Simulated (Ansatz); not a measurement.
`F[Si](F)(F)[Si](F)(F)F`. Charge 0, multiplicity 1.

Z-matrix (Å, degrees):
```
Si
F 1 1.574
F 1 1.574 2 108.3
F 1 1.574 2 108.3 3 -117.3
Si 1 2.331 2 110.6 3 121.4
F 5 1.574 1 110.6 2 59.5
F 5 1.574 1 110.6 2 179.5
F 5 1.574 1 110.6 2 -60.5
```

Q: List the harmonic frequencies (cm⁻¹, unscaled) at PBE0-D4/def2-TZVP in Ansatz. (An estimate is asked.)

A: Ansatz gave: 23, 96, 96, 193, 193, 213, 301, 301, 333, 333, 397, 537, 823, 914, 983, 983, 995, 995.

Q: Is this a minimum?

A: Yes, all 18 modes are real.

Q: Give the ideal-gas thermochemistry at 298.15 K and 1 bar (rigid rotor, harmonic oscillator; point group D3d, symmetry number 6).

A: Zero-point energy 52.1 kJ/mol; H(298) − E = 78.9 kJ/mol; entropy 396.6 J/(mol·K), of which translation 172.9, rotation 108.8, vibration 114.8; G(298) − E = -39.3 kJ/mol. Modes under 100 cm⁻¹ are hindered rotations or soft bends, so the harmonic entropy is rough.
